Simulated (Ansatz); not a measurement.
`O=CN[SiH3]` + `Br[SiH]1BC1` → `[SiH3][C@H]1B[Si@@H]1Br` + `NC=O`  (formal exchange of groups at the Si–N bond)

Gas-phase electronic energies from Ansatz, PBE0-D4/def2-TZVP geometries. CCSD(T)/CBS adds triple-zeta CCSD(T) − MP2 to the extrapolated MP2 energy (def2 sets, frozen cores). This one scheme is used for every species. DFT in def2-TZVPP. For Br outer-core shells are correlated without core-valence functions, which leaves a few kJ/mol of doubt a bond. Scalar relativity is left out up to krypton. Each species was taken in one conformer, which may not be the lowest.

```
         level  ΔE (eV)
     r2SCAN-D4     0.26
    r2SCANh-D4     0.25
    r2SCAN0-D4     0.23
      BHLYP-D4     0.27
  CAM-B3LYP-D4     0.31
       ωB97X-V     0.23
       r2SCAN0     0.24
MP2/def2-QZVPP     0.28
```

Problem. What does CCSD(T)/CBS give? (Best estimate.)

Solution. The calculation gave: +0.29 eV. The listed levels differ from it by -0.03, -0.04, -0.06, -0.02, 0.02, -0.06, -0.05, -0.01 eV.

Problem. What do rigid-rotor, harmonic-oscillator terms from PBE0-D4/def2-TZVP frequencies (298.15 K, 1 bar) make of the CCSD(T)/CBS value? (An estimate is asked.)

Solution. The calculation gave: ΔZPE = 0.00 eV, ΔH = +0.30 eV, ΔS = 4 J/(mol·K), ΔG = +0.28 eV.

Largest T1 diagnostic among the species: 0.016.

From BLYP to BHLYP (50 % exact exchange), in def2-TZVPP and without D4, ΔE moves by −0.08 eV. The D4 term adds −0.05 eV with B3LYP and −0.03 eV with PBE0; it sums over pairs of atoms, weighted by their polarisabilities, and B3LYP, whose exchange is more repulsive, gets the larger term.

B3LYP here is the variant with VWN-RPA as its local correlation; programs differ in this.
